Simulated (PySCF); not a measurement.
RbCl, SMILES [Cl][Rb]. Heavy atoms are numbered as in [Rb:1][Cl:2].

Geometry optimised at B3LYP-D3(BJ)/def2-TZVPD. The def2 effective core potentials stand for the cores of Rb; spin–orbit coupling is left out.

All values below come from ωB97X/def2-TZVPD in PySCF.

Mulliken values depend strongly on the basis, most of all with diffuse functions as here. ESP charges are fitted to the potential on shells at 1.4 to 2.0 van der Waals radii. Atomic charges (e), one atom of each kind:

| atom | ESP fit | Mulliken |
|---|---|---|
| Rb1 | ___ | 0.93 |
| Cl2 | ___ | -0.93 |

**Question.** What belongs in the gaps? (The exact figures need the calculation; the answer reports its results.)

**Answer.** 
- Rb1, ESP fit: 0.78
- Cl2, ESP fit: -0.78
